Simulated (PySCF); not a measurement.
Al(H)3, H₃Al, SMILES [AlH3] (CAM-B3LYP/def2-SVP optimised geometry):

```
4

Al    -0.396     0.000     0.000
H     -1.187    -1.370     0.000
H      1.187     0.000     0.000
H     -1.187     1.370     0.000
```

Computed with CAM-B3LYP/def2-TZVP run with PySCF.

### Question
What are the frontier orbital energies and the dipole moment?

### Answer
HOMO-2 -13.44 eV, HOMO-1 -10.01 eV, HOMO -10.01 eV, LUMO -0.85 eV, LUMO+1 2.18 eV; dipole moment 0.00 D.

On the same geometry PBE/def2-TZVP in PySCF 2.14.0 gives HOMO-2 -10.29 eV, HOMO-1 -7.30 eV, HOMO -7.30 eV, LUMO -2.53 eV, LUMO+1 0.37 eV; dipole moment 0.00 D.

Meta-Löwdin charges at CAM-B3LYP/def2-TZVP: Al1 0.45, H2 -0.15, H3 -0.15, H4 -0.15.
